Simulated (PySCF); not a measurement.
**Orbital picture of BeSi**

PBE0 at R = 2.127 Å; Be def2-SVPD, Si def2-SVPD; no relativity (PySCF 2.14). State: ³Π (triplet), unpaired electrons σ ↑, π ↑, a second solution, started from another occupation. Only the outer orbitals are listed, counted within each symmetry.

```
spin  orbital  occ.  ε (eV)  on Be (%)            main shells (%)
   α       5σ     1  -13.40         11                    86 Si s
   α       6σ     1   -7.39         42  45 Si p, 41 Be s, 11 Si s
   α       2π     1   -6.11         14           84 Si p, 14 Be p
   α       7σ     1   -4.98         75  45 Be p, 30 Be s, 20 Si p
   α       2π     0   -4.05         22           77 Si p, 22 Be p
   α       3π     0   -0.88         74   74 Be p, 17 Si p, 9 Si d
   α       3π     0   -0.64         69   69 Be p, 23 Si p, 8 Si d
   β       5σ     1  -12.32         15            83 Si s, 9 Be s
   β       6σ     1   -6.61         33  53 Si p, 29 Be s, 14 Si s
   β       2π     0   -3.65         18           81 Si p, 18 Be p
   β       2π     0   -2.84         25           73 Si p, 25 Be p
   β       7σ     0   -1.42         78  55 Be s, 23 Be p, 11 Si p
```

**Question.** Which are the highest filled and the lowest empty level, where do they sit, and how wide is the gap?

**Answer.** Highest filled α 7σ at -4.98 eV (in %: 45 Be p, 30 Be s, 20 Si p); lowest empty α 2π at -4.05 eV (in %: 77 Si p, 22 Be p); the gap at PBE0 is 0.93 eV.

| Property | Result |
| --- | --- |
| bond order (Mayer) | 1.13 |
| ⟨S²⟩ | 2.005 |
| charge on Be (Mulliken, basis-dependent) | 0.08 |
| charge on Be (Löwdin, basis-dependent) | -0.04 |
| dipole moment (positive dipole means Be(−)Si(+)) | 0.43 D |
